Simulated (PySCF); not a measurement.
**`[C@@H]1(F)C[C@@H](CF)O1`, C4H6F2O**

Molfile (atoms numbered from 1):
```
C4H6F2O
     RDKit          3D

 13 13  0  0  0  0  0  0  0  0999 V2000
    2.5369    0.4458    0.1889 F   0  0  0  0  0  0  0  0  0  0  0  0
    1.6334   -0.4210   -0.3676 C   0  0  0  0  0  0  0  0  0  0  0  0
    0.3188    0.3046   -0.6206 C   0  0  2  0  0  0  0  0  0  0  0  0
   -0.5756    0.5724    0.6008 C   0  0  0  0  0  0  0  0  0  0  0  0
   -1.5687   -0.3327   -0.1263 C   0  0  1  0  0  0  0  0  0  0  0  0
   -2.6808    0.3328   -0.5616 F   0  0  0  0  0  0  0  0  0  0  0  0
   -0.6726   -0.5765   -1.1743 O   0  0  0  0  0  0  0  0  0  0  0  0
    2.0561   -0.7833   -1.3096 H   0  0  0  0  0  0  0  0  0  0  0  0
    1.5039   -1.2533    0.3315 H   0  0  0  0  0  0  0  0  0  0  0  0
    0.4916    1.1728   -1.2653 H   0  0  0  0  0  0  0  0  0  0  0  0
   -0.9157    1.5970    0.7151 H   0  0  0  0  0  0  0  0  0  0  0  0
   -0.2003    0.1862    1.5435 H   0  0  0  0  0  0  0  0  0  0  0  0
   -1.9315   -1.2445    0.3635 H   0  0  0  0  0  0  0  0  0  0  0  0
  1  2  1  0
  2  3  1  0
  3  4  1  0
  4  5  1  0
  5  6  1  0
  5  7  1  0
  7  3  1  0
  2  8  1  0
  2  9  1  0
  3 10  1  6
  4 11  1  0
  4 12  1  0
  5 13  1  1
M  END
```

Computed with TDDFT CAM-B3LYP/def2-SVPD circular dichroism and optical rotation, one conformer, gas phase (PySCF 2.14.0). Geometry: GFN2-xTB.

The molecule is flexible and this is one conformer; a measurement averages over conformers. States above about 10.1 eV (minus the energy of the highest occupied orbital) lie near or above the ionisation threshold and depend on the basis. Singlets 15 and 16 lie within 0.01 eV of each other, so their separate moments and overlaps can depend on how they mix.

Problem. What are the CIP labels of the stereocentres?

Solution. C3 S, C5 R.

Problem. Which excitations and rotatory strengths does the calculation give?

Solution. Rotatory strengths R in 10⁻⁴⁰ esu² cm², velocity form and length form (origin at the centre of mass); f in length form.
| state | E (eV) | λ (nm) | f | R (velocity) | R (length) | main |
| --- | --- | --- | --- | --- | --- | --- |
| 1 | 8.07 | 154 | 0.006 | -30.8 | -28.7 | HOMO→LUMO+1 0.62, HOMO→LUMO+2 0.20 |
| 2 | 8.48 | 146 | 0.009 | -5.6 | -5.5 | HOMO→LUMO 0.86 |
| 3 | 8.68 | 143 | 0.003 | +9.6 | +11.3 | HOMO→LUMO+2 0.66, HOMO→LUMO+1 0.21 |
| 4 | 9.00 | 138 | 0.011 | -11.5 | -11.8 | HOMO−1→LUMO+1 0.38, HOMO−2→LUMO+1 0.16 |
| 5 | 9.12 | 136 | 0.041 | -13.7 | -14.4 | HOMO→LUMO+3 0.37, HOMO−1→LUMO 0.27 |
| 6 | 9.14 | 136 | 0.015 | +23.0 | +23.1 | HOMO−2→LUMO+1 0.34, HOMO→LUMO+3 0.26 |
| 7 | 9.30 | 133 | 0.027 | -42.5 | -42.1 | HOMO−2→LUMO 0.32, HOMO−1→LUMO 0.23 |
| 8 | 9.43 | 131 | 0.005 | -11.4 | -11.6 | HOMO−1→LUMO+2 0.30, HOMO→LUMO+4 0.21 |
| 9 | 9.47 | 131 | 0.023 | +1.6 | +1.9 | HOMO−2→LUMO 0.23, HOMO→LUMO+4 0.23 |
| 10 | 9.66 | 128 | 0.017 | -29.2 | -28.8 | HOMO−1→LUMO+2 0.23, HOMO−2→LUMO 0.21 |
| 11 | 9.69 | 128 | 0.014 | +45.7 | +46.6 | HOMO−2→LUMO+2 0.38, HOMO→LUMO+4 0.17 |
| 12 | 9.73 | 127 | 0.004 | -2.4 | -2.6 | HOMO−3→LUMO+1 0.20, HOMO−2→LUMO+2 0.13 |
| 13 | 9.93 | 125 | 0.027 | -5.3 | -4.2 | HOMO−1→LUMO+3 0.62 |
| 14 | 10.06 | 123 | 0.034 | +10.5 | +10.5 | HOMO−2→LUMO+3 0.49, HOMO−3→LUMO+1 0.11 |
| 15 | 10.14 | 122 | 0.040 | +41.1 | +38.8 | HOMO→LUMO+5 0.27, HOMO→LUMO+6 0.21 |
| 16 | 10.15 | 122 | 0.008 | +5.3 | +5.6 | HOMO→LUMO+6 0.46, HOMO→LUMO+5 0.24 |

Among the states computed, the strongest CD band (largest |R|) is state 11. The largest dissymmetry factor in size, g = 4R/(D+G), with D and G the electric and magnetic dipole strengths, is -0.053 for state 1 (velocity form, f = 0.007), among bands with |R| over 0.5. The mirror image has the same energies and oscillator strengths and all R with the opposite sign.
